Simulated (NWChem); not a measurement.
System: CHClF$_{2}$; SMILES FC(F)Cl

```xyz
5

F     -0.1453     1.0385     1.0910
C      0.3716     0.4541     0.0000
F     -0.1453     1.0385    -1.0910
Cl    -0.0564    -1.2903     0.0000
H      1.4586     0.5440     0.0000
```
Atoms are numbered in this order, from 1.

Level: B3LYP/6-31G* (spherical d) (NWChem), optimised geometry, unscaled harmonic frequencies. 

```tsv
frequency (cm⁻¹)	IR intensity (km/mol)
358	1.2
398	0.6
589	9.5
785	166.8
1139	218.7
1178	207.1
1345	92.8
1406	41.1
3158	29.8
```

| Property | Result |
|---|---|
| zero-point energy | 14.8 kcal/mol |
| thermal correction to the enthalpy at 298.15 K (with zero-point energy) | 17.8 kcal/mol |
| heat capacity Cv | 11.4 cal/(mol K) |
| entropy at 298.15 K and 1 atm (symmetry number 1) | 67.2 cal/(mol K) |
| dipole moment | 1.48 D |

Rigid rotor and harmonic oscillator.
